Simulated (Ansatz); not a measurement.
Mg2I3, relaxed as a doublet with UKS PBE-D4/def2-SVP in Ansatz, starting from the GFN2-xTB geometry. Force threshold 0.02 eV/Å.

In the def2 sets I takes a core potential; there is no spin–orbit coupling. The relaxation made no stability test and no search for a lower SCF solution. Another isomer (doublet) lies 0.59 eV lower at PBE0-D4/def2-TZVP; other spin states weren't run for this one.

Start:

```xyz
5

Mg   -0.546    0.875   -0.917
Mg    1.235   -0.456    0.446
I    -2.203    2.460   -2.210
I     3.108   -1.445    2.008
I    -1.595   -1.433    0.672
```

Q: Estimate the energy that the relaxation releases and the steps that it takes.

A: 11.0 kcal/mol, in 6 steps; 9.5 s on 4 threads of Arm Neoverse V2 on a shared host. The force fell under the threshold at step 5, but the optimiser went on. No frequencies were taken in this run, so the end may be a saddle point.

Q: Does the start keep its bonding?

A: By distances, no bond broke or formed. The bond that changes most is Mg2–I5, from 3.00 to 2.81 Å (atoms count from 1).

Q: Predict the relaxed structure.

A: 
```csv
atom,x (Å),y (Å),z (Å)
Mg1,-0.875,0.896,-0.863
Mg2,1.171,-0.613,0.754
I3,-2.106,2.573,-2.389
I4,3.327,-1.431,1.909
I5,-1.516,-1.425,0.589
```
Bond lengths (bridged metal pairs left out): 4 × I–Mg 2.58 to 2.81 Å.
